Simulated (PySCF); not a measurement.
# Spin-rotation constants: `B[C@H]([AlH][Cl])C(=C)C`, C₄H₉AlBCl

Molfile (atoms numbered from 1):
```
C4H9AlBCl
     RDKit          3D

 16 15  0  0  0  0  0  0  0  0999 V2000
    1.5562   -0.7485   -0.6737 B   0  0  0  0  0  0  0  0  0  0  0  0
    0.4404    0.2916   -0.6340 C   0  0  2  0  0  0  0  0  0  0  0  0
    1.6539    0.9187    0.9311 Al  0  0  0  0  0  3  0  0  0  0  0  0
    3.1416    2.2777    0.7346 Cl  0  0  0  0  0  0  0  0  0  0  0  0
   -0.9557    0.0481   -0.2294 C   0  0  0  0  0  0  0  0  0  0  0  0
   -1.9636    0.7636   -0.7257 C   0  0  0  0  0  0  0  0  0  0  0  0
   -1.1882   -1.0677    0.7431 C   0  0  0  0  0  0  0  0  0  0  0  0
    1.4582   -1.8101   -0.1804 H   0  0  0  0  0  0  0  0  0  0  0  0
    2.5676   -0.4638   -1.2221 H   0  0  0  0  0  0  0  0  0  0  0  0
    0.5164    1.1266   -1.3455 H   0  0  0  0  0  0  0  0  0  0  0  0
    1.2648    0.6001    2.3879 H   0  0  0  0  0  0  0  0  0  0  0  0
   -1.8032    1.5679   -1.4248 H   0  0  0  0  0  0  0  0  0  0  0  0
   -2.9875    0.5606   -0.4622 H   0  0  0  0  0  0  0  0  0  0  0  0
   -2.1974   -1.0314    1.1455 H   0  0  0  0  0  0  0  0  0  0  0  0
   -1.0425   -2.0301    0.2550 H   0  0  0  0  0  0  0  0  0  0  0  0
   -0.4686   -0.9945    1.5616 H   0  0  0  0  0  0  0  0  0  0  0  0
  1  2  1  0
  2  3  1  0
  3  4  1  0
  2  5  1  0
  5  6  2  0
  5  7  1  0
  1  8  1  0
  1  9  1  0
  2 10  1  6
  3 11  1  0
  6 12  1  0
  6 13  1  0
  7 14  1  0
  7 15  1  0
  7 16  1  0
M  END
```

Computed, not measured: GIAO BHandHLYP/pcSseg-1 magnetisability, rotational g tensor and spin-rotation constants, non-relativistic, gas phase (PySCF). Geometry: GFN2-xTB.

(1) Give the nuclear spin-rotation constants along the inertial axes (H = +C I·J) beside the isotropic shieldings.

(2) How do the rotational constants and the g tensor change when H8, H9, H10, H11, H12, H13, H14, H15, H16 are replaced by deuterium?

Answers

(1) Rotational constants 3.7292, 0.8431, 0.8050 GHz. A star marks the isotopologue with that one atom substituted, in its own axes.
| atom | isotope | Caa (kHz) | Cbb (kHz) | Ccc (kHz) | mean (kHz) | σ (ppm) |
| --- | --- | --- | --- | --- | --- | --- |
| B1 | 11B | 1.211 | 0.298 | 0.199 | 0.570 | 45.6 |
| Al3 | 27Al | 3.260 | 0.597 | 0.593 | 1.484 | 302.1 |
| Cl4 | 35Cl | 0.589 | 0.081 | 0.219 | 0.296 | 850.0 |
| H8 | 1H | -0.235 | 0.035 | -0.060 | -0.086 | 25.5 |
| H9 | 1H | 0.045 | -0.079 | -0.008 | -0.014 | 25.3 |
| H10 | 1H | -0.317 | -0.004 | -0.022 | -0.114 | 25.5 |
| H11 | 1H | -0.290 | -0.064 | 0.019 | -0.112 | 27.2 |
| H12 | 1H | -0.308 | -0.014 | -0.031 | -0.118 | 27.1 |
| H13 | 1H | 0.144 | -0.086 | -0.058 | 0.000 | 26.9 |
| H14 | 1H | -0.106 | -0.082 | -0.048 | -0.079 | 29.8 |
| H15 | 1H | -0.287 | -0.018 | -0.061 | -0.122 | 29.1 |
| H16 | 1H | -0.087 | -0.083 | -0.048 | -0.073 | 29.5 |
| C2 | 13C* | 1.204 | 0.272 | 0.232 | 0.570 | 57.8 |
| C5 | 13C* | 1.497 | 0.291 | 0.247 | 0.678 | 31.1 |
| C6 | 13C* | 1.225 | 0.223 | 0.220 | 0.556 | 70.7 |
| C7 | 13C* | 0.593 | 0.129 | 0.116 | 0.279 | 161.7 |

For the geometry as given, no vibrational averaging.

(2) Constants 2.9428, 0.7683, 0.7311 GHz; g -0.0455, -0.0140, -0.0086, against -0.0571, -0.0150, -0.0097 before.
